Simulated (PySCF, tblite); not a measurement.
Isomers of C3H10Si3, one GFN2-xTB conformer each. Single-point energies are computed at PBE0/pcSseg-1 (PySCF, gas phase, no added dispersion term), electronic only.

**Question.** Rank them by PBE0/pcSseg-1 energy, lowest first (kcal/mol).
A. `[CH:1]#[C:2][Si@@H:3]([CH3:4])[SiH2:5][SiH3:6]` with C2–Si3–Si5–Si6 60°
B. `[SiH3]C1([SiH3])C=C[SiH2]1`

**Answer.** B (0.0), A (2.8).

As drawn, the lower has a four-membered ring and a C=C bond outside aromatic rings, which the higher lacks; the higher has a C≡C bond and an Si–Si bond, which the lower lacks. GFN2-xTB itself gives, in the same order: 0.0, 22.8. Both levels put the same isomer lowest.

**Question.** Which frontier levels, dipoles and rotational constants go with these structures?

**Answer.** 
```csv
SMILES,"HOMO (eV, PBE0/pcSseg-1)",LUMO (eV),dipole (D),"A, B, C (MHz)"
[SiH3]C1([SiH3])C=C[SiH2]1,-7.23,-0.54,0.65,"2096, 1655, 1266"
C#C[Si@@H](C)[SiH2][SiH3],-7.82,-0.37,0.64,"2361, 999.3, 759.2"
```

**Question.** What happens when harmonic zero-point energies from GFN2-xTB frequencies are added?

**Answer.** 
```csv
SMILES,ZPE (kcal/mol),electronic (kcal/mol),with ZPE (kcal/mol)
[SiH3]C1([SiH3])C=C[SiH2]1,63.6,0.0,0.0
C#C[Si@@H](C)[SiH2][SiH3],64.9,2.8,4.1
```

The zero-point energies span 1.3 kcal/mol. The order is unchanged.
